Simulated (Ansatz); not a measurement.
Computed with Ansatz.

A structure relaxed at PBE0-D4/def2-TZVP, charge 0, multiplicity 1:

| atom | x (Å) | y (Å) | z (Å) |
| --- | --- | --- | --- |
| F1 | -0.4347 | -1.8732 | -0.1708 |
| Nb2 | -0.0194 | -0.0840 | -0.0064 |
| S3 | 0.0451 | 0.7573 | -1.9505 |
| Cl4 | -1.6075 | 1.0098 | 1.1811 |
| Cl5 | 2.0166 | 0.1901 | 0.9466 |

(1) Give its formula and SMILES.

(2) Point group (tolerance 0.08 Å, 0.16 Å for H)?

(3) Summarise the bond lengths by kind.

## Answers

(1) Cl2FNbS, `[F][Nb](=[S])([Cl])[Cl]`.

(2) Cs.

(3) 1 × F–Nb 1.844 Å; 1 × Nb–S 2.119 Å; 2 × Cl–Nb 2.265 Å.
